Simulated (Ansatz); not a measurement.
Consider the redistribution: `[OH][Ga]([OH])[O][SiH3]` + `Cl[SiH2]S[SiH2]Cl` → `[OH][Ga]([Cl])[O][SiH3]` + `O[SiH2]S[SiH2]Cl`.

Program: Ansatz. Geometries: PBE0-D4/def2-TZVP. ΔE: electronic, gas phase. CCSD(T)/CBS is the MP2 limit (def2-TZVPP, def2-QZVPP) plus CCSD(T) − MP2 in def2-TZVPP, frozen cores. DFT in def2-TZVPP. For Ga outer-core shells are correlated without core-valence functions, which leaves a few kJ/mol of doubt a bond. Scalar relativity is left out up to krypton. One conformer a species, not always the lowest.

| level | ΔE (kcal/mol) |
| --- | --- |
| PBE-D4 | -13.6 |
| SCS-MP2/def2-QZVPP | -14.0 |

Task: What does CCSD(T)/CBS give? (Best estimate.)

Result: The calculation gave: -14.2 kcal/mol. The listed levels differ from it by 0.6, 0.2 kcal/mol.

Largest T1 diagnostic among the species: 0.014.

In def2-TZVPP, CCSD(T) changes the Hartree–Fock value by +3.4 kcal/mol (the triples alone add +0.4 kcal/mol) and MP2 by +4.1 kcal/mol. From PBE to PBE0 (25 % exact exchange), in def2-TZVPP and without D4, ΔE moves by −1.1 kcal/mol.
